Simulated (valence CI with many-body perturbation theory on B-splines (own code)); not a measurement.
# E1 transitions of Ni15+

Method: relativistic CI+MBPT: three valence electrons over a frozen Dirac-Fock core [Ne], a basis of 11 s, 11 p, 10 d, 8 f, 5 g, 2 h functions for each j, with the one-electron correlation potential Σ1 (screened to all orders), the two-electron term Σ2, the three-electron term Σ3, Breit, model QED; selected single and double excitations, second order for the rest, scaled by the run's own slope (own B-spline code, finite nucleus).

No measured spectrum was set against this ion. As an estimate, levels of excited configurations hold to 0.05 to 0.15 % of their energy, terms of the ground configuration to about 0.5 %.

Lines 51 to 100 of 594 in falling wavelength, among levels below 279.25 eV, chosen from the strongest by gf and those to the six lowest levels. Wavelengths and rates use the calculated energies, so an error of 300 cm⁻¹ moves a line at 322.0 Å by 0.097 % and its rate by three times that or more. Electric multipoles are in the length gauge, E1 and E2 with the static RPA response of the core. Weak lines are less certain than strong ones. Lines between different terms over intervals too small for the method are left out, as are lines whose strength nearly cancels. Where a level lies close to another of its J and parity, the split of strength between their lines is uncertain. The highest levels of a list are the least certain.

Names give the largest LS component (configuration and term), which can be under half, so a name can repeat, a term be missing and a line seem to break the LS rules; names also repeat where a configuration has a term twice. Letters in brackets count levels of one name in rising energy.

```csv
λ vac (Å),Upper,Lower,A (s⁻¹),S (a.u.) with core polarisation,S without
322.0,3p2 3d 4F_3/2,3s 3p 3d 4D°_1/2,3.17e+09,2.09e-01,2.17e-01
320.7,3p 3d2 2P°_3/2 [a],3s 3d2 2D_5/2,4.54e+09,2.96e-01,3.06e-01
319.9,3p 3d2 2G°_7/2 [a],3s 3d2 4P_5/2,1.49e+09,1.92e-01,1.99e-01
317.4,3p 3d2 4D°_7/2 [a],3s 3d2 4P_5/2,2.37e+09,2.99e-01,3.09e-01
317.2,3p2 3d 2G_7/2,3s 3p 3d 2F°_5/2 [a],5.58e+09,7.03e-01,7.28e-01
316.8,3p3 2D°_3/2,3s 3p2 2D_3/2,2.27e+09,1.43e-01,1.48e-01
316.4,3p2 3d 2F_5/2 [b],3s 3p 3d 2F°_5/2 [b],1.93e+09,1.81e-01,1.88e-01
313.8,3p3 2D°_5/2,3s 3p2 2D_5/2,3.59e+09,3.29e-01,3.41e-01
313.2,3s 3p2 2D_3/2,3s2 3p 2P°_3/2,4.27e+07,2.59e-03,2.69e-03
313.1,3p 3d2 4P°_3/2,3s 3d2 4P_5/2,4.23e+09,2.56e-01,2.65e-01
313.0,3p2 3d 4F_5/2,3s 3p 3d 4D°_3/2,3.29e+09,2.99e-01,3.09e-01
312.5,3p2 3d 2F_5/2 [b],3s 3p 3d 2F°_7/2 [b],1.86e+09,1.68e-01,1.74e-01
311.2,3p 3d2 4P°_3/2,3s 3d2 4P_1/2,3.74e+09,2.23e-01,2.30e-01
309.8,3p2 3d 4F_9/2,3s 3p 3d 4D°_7/2,4.10e+09,6.01e-01,6.23e-01
309.7,3p3 2D°_5/2,3s 3p2 2D_3/2,4.20e+08,3.70e-02,3.83e-02
309.2,3s 3p2 2D_5/2,3s2 3p 2P°_3/2,2.37e+09,2.08e-01,2.16e-01
304.3,3s 3p 3d 2F°_7/2 [a],3s2 3d 2D_5/2,2.49e+09,2.77e-01,2.87e-01
303.1,3p 3d2 4P°_5/2,3s 3d2 4P_5/2,5.08e+09,4.19e-01,4.34e-01
303.0,3p2 3d 4D_7/2,3s 3p 3d 2D°_5/2 [a],1.97e+09,2.16e-01,2.24e-01
302.9,3p2 3d 2F_7/2 [b],3s 3p 3d 2F°_7/2 [b],3.91e+09,4.29e-01,4.45e-01
302.2,3p 3d2 2F°_7/2 [c],3s 3d2 2F_7/2,2.21e+09,2.40e-01,2.48e-01
302.1,3p 3d2 4P°_5/2,3s 3d2 4P_3/2,3.18e+09,2.60e-01,2.69e-01
301.7,3p3 4S°_3/2,3s 3p2 2D_3/2,2.72e+08,1.47e-02,1.53e-02
301.0,3p2 3d 4F_7/2,3s 3p 3d 4P°_5/2,3.52e+09,3.79e-01,3.93e-01
300.7,3p2 3d 4D_3/2,3s 3p 3d 4P°_3/2,3.20e+09,1.72e-01,1.78e-01
300.3,3p 3d2 2F°_7/2 [c],3s 3d2 2F_5/2,5.71e+09,6.10e-01,6.31e-01
300.1,3p2 3d 4D_5/2,3s 3p 3d 4P°_3/2,2.20e+09,1.76e-01,1.82e-01
299.6,3p2 3d 4D_5/2,3s 3p 3d 4D°_5/2,3.05e+09,2.43e-01,2.51e-01
294.9,3p 3d2 4F°_7/2,3s 3d2 4F_9/2,3.92e+09,3.97e-01,4.11e-01
294.0,3p 3d2 2F°_5/2 [b],3s 3d2 2G_7/2,2.98e+09,2.24e-01,2.32e-01
293.3,3p 3d2 4F°_5/2,3s 3d2 4F_7/2,3.80e+09,2.84e-01,2.94e-01
293.0,3p 3d2 2G°_9/2 [a],3s 3d2 4F_9/2,2.70e+09,3.35e-01,3.47e-01
292.9,3p 3d2 4F°_7/2,3s 3d2 4F_7/2,2.38e+09,2.36e-01,2.44e-01
292.6,3p 3d2 2F°_5/2 [b],3s 3d2 2D_3/2,6.60e+09,4.90e-01,5.06e-01
292.3,3p 3d2 2F°_7/2 [a],3p2 3d 2F_7/2 [b],1.71e+09,1.69e-01,1.75e-01
291.9,3p 3d2 4F°_3/2,3s 3d2 4F_3/2,6.28e+09,3.08e-01,3.19e-01
291.7,3p 3d2 4F°_5/2,3s 3d2 4F_5/2,3.40e+09,2.50e-01,2.59e-01
291.6,3d3 2P_3/2,3p 3d2 2P°_3/2 [c],3.71e+09,1.81e-01,1.87e-01
291.2,3p 3d2 2G°_9/2 [b],3s 3d2 2F_7/2,2.04e+10,2.49e+00,2.57e+00
291.0,3p 3d2 2F°_5/2 [c],3s 3d2 2F_5/2,4.16e+09,3.04e-01,3.14e-01
290.6,3p 3d2 2F°_7/2 [b],3s 3d2 2G_9/2,5.73e+09,5.55e-01,5.75e-01
290.4,3p 3d2 4D°_7/2 [b],3s 3d2 4P_5/2,3.50e+09,3.38e-01,3.50e-01
289.5,3p2 3d 4D_7/2,3s 3p 3d 4D°_5/2,1.61e+09,1.54e-01,1.60e-01
289.4,3p 3d2 4D°_5/2 [b],3s 3d2 4P_3/2,2.35e+09,1.69e-01,1.75e-01
289.0,3p 3d2 2F°_7/2 [b],3s 3d2 2D_5/2,8.39e+09,8.00e-01,8.27e-01
288.6,3p2 3d 4D_7/2,3s 3p 3d 4D°_7/2,2.42e+09,2.29e-01,2.37e-01
288.1,3s 3p2 2D_3/2,3s2 3p 2P°_1/2,3.29e+09,1.55e-01,1.61e-01
286.7,3p 3d2 2D°_5/2 [c],3s 3d2 2P_3/2,1.50e+10,1.05e+00,1.09e+00
286.4,3p 3d2 2G°_7/2 [b],3s 3d2 2F_7/2,3.86e+09,3.58e-01,3.70e-01
284.6,3p 3d2 2G°_7/2 [b],3s 3d2 2F_5/2,1.56e+10,1.42e+00,1.47e+00
```
